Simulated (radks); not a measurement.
Ionisation ladder of holmium, from Ho XLV to Ho LXVI. Each ion is in the ground configuration listed by NIST, and IE = E(next ion) - E(this ion). All-electron calculation, scalar-relativistic Kohn-Sham, r2SCAN, spin-polarised, spherical densities, finite nucleus; open shells are filled with parallel spins first (spin-orbit coupling, left out, can overturn this in heavy ions); meta-GGA in the generalised Kohn-Sham scheme; Fermi nuclear charge, rms radius 5.2022 fm. Program: a radial shooting solver on a logarithmic mesh with Libxc functionals.

species,configuration,E (hartree),"IE, Delta-SCF (eV)","IE, NIST (eV)",kind,error (eV)
Ho XLV,[Ar] 3d5,-11069.3715,3633.2,3592,theory,+41.2
Ho XLVI,[Ar] 3d4,-10935.8522,3749.6,3760,theory,-10.4
Ho XLVII,[Ar] 3d3,-10798.0583,3866.7,3880,theory,-13.3
Ho XLVIII,[Ar] 3d2,-10655.9604,3984.5,4009,theory,-24.5
Ho XLIX,[Ar] 3d1,-10509.5343,4102.7,4131,theory,-28.3
Ho L,[Ar],-10358.7640,4543.7,4469,theory,+74.7
Ho LI,[Ne] 3s2 3p5,-10191.7857,4646.7,4576,theory,+70.7
Ho LII,[Ne] 3s2 3p4,-10021.0230,4747.4,4693,theory,+54.4
Ho LIII,[Ne] 3s2 3p3,-9846.5600,4892.9,4802,theory,+90.9
Ho LIV,[Ne] 3s2 3p2,-9666.7505,4998.5,5135,theory,-136.5
Ho LV,[Ne] 3s2 3p1,-9483.0585,5101.8,5258,theory,-156.2
Ho LVI,[Ne] 3s2,-9295.5696,5502.2,5494,theory,+8.2
Ho LVII,[Ne] 3s1,-9093.3665,5619.2,5611,theory,+8.2
Ho LVIII,[Ne],-8886.8632,12789.9,12495,theory,+294.9
Ho LIX,[He] 2s2 2p5,-8416.8435,13073.4,12790,theory,+283.4
Ho LX,[He] 2s2 2p4,-7936.4059,13348.6,13116,theory,+232.6
Ho LXI,[He] 2s2 2p3,-7445.8523,13760.6,13417,theory,+343.6
Ho LXII,[He] 2s2 2p2,-6940.1583,14053.4,14639,theory,-585.6
Ho LXIII,[He] 2s2 2p1,-6423.7061,14337.6,14998,theory,-660.4
Ho LXIV,[He] 2s2,-5896.8073,15474.4,15448,theory,+26.4
Ho LXV,[He] 2s1,-5328.1325,15768.9,15745.8,theory,+23.2
Ho LXVI,[He],-4748.6347,63982,63772.4,theory,+209.6

Reference values: NIST Atomic Spectra Database (exp. = measured, semi-emp. = semi-empirical, theory = theoretical value adopted there). The ionisation energy per charge of the ion left behind rises most, in proportion, at Ho LXVI ([He]), from 242.60 to 969.42 eV. Open shells are spherical and high-spin; term and fine-structure splittings are not resolved. Spin-orbit splitting is averaged out at the scalar-relativistic level.
